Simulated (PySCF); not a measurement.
Isomers of C4H7NSi and their computed core-level spectra.

Computed, not measured: PySCF 2.14.0, delta-SCF UKS SCAN, pcX-2 on the ionised atom, pcseg-1 elsewhere, spin-free X2C. Geometries: GFN2-xTB; isolated species, one conformer each.

Line lists (1s up to Mg, 2p3/2 beyond; areas count atoms within a level, one atom standing for each set equivalent by bonding):
1. C 1s: 289.63 (area 1), 290.23 (area 1), 290.73 (area 1), 291.37 (area 1) eV; N 1s: 404.62 eV; Si 2p3/2: 106.74 eV
2. C 1s: 290.23 (area 1), 290.30 (area 1), 291.03 (area 1), 291.33 (area 1) eV; N 1s: 404.69 eV; Si 2p3/2: 107.08 eV
3. C 1s: 290.61 (area 1), 290.91 (area 1), 292.06 (area 1), 292.10 (area 1) eV; N 1s: 404.82 eV; Si 2p3/2: 106.95 eV

Structures:
A. `C([C@H]1NC[SiH2]1)#C`
B. `C([SiH2]/C=N\C)#C`
C. `C(C(C#N)=C)[SiH3]`

**Question.** Which list belongs to which compound?

**Answer.** 
- 1 = A: another candidate has the same counts of sites, so positions decide. C 1s: 289.63 terminal alkyne carbon, 290.23 alkyne carbon, 290.73 sp3 carbon bound to nitrogen, 291.37 sp3 carbon bound to nitrogen; N 1s: 404.62 secondary amine nitrogen; Si 2p3/2: 106.74 SiH2 silicon.
- 2 = B: another candidate has the same counts of sites, so positions decide. C 1s: 290.23 alkyne carbon, 290.30 terminal alkyne carbon, 291.03 C=N carbon, 291.33 N-methyl carbon; N 1s: 404.69 C=N nitrogen; Si 2p3/2: 107.08 SiH2 silicon.
- 3 = C: another candidate has the same counts of sites, so positions decide. C 1s: 290.61 terminal =CH2 carbon, 290.91 sp3 carbon bound to silicon, 292.06 fully substituted alkene carbon, 292.10 nitrile carbon; N 1s: 404.82 nitrile nitrogen; Si 2p3/2: 106.95 SiH3 silicon.

The 2p values add to the ΔSCF energy of one spin-free hole a correction within the shell (spin–orbit coupling, ligand field). 2 of these hole states are spin-contaminated (⟨S²⟩ up to 0.86, against 0.75; counted from 0.85) and less certain.
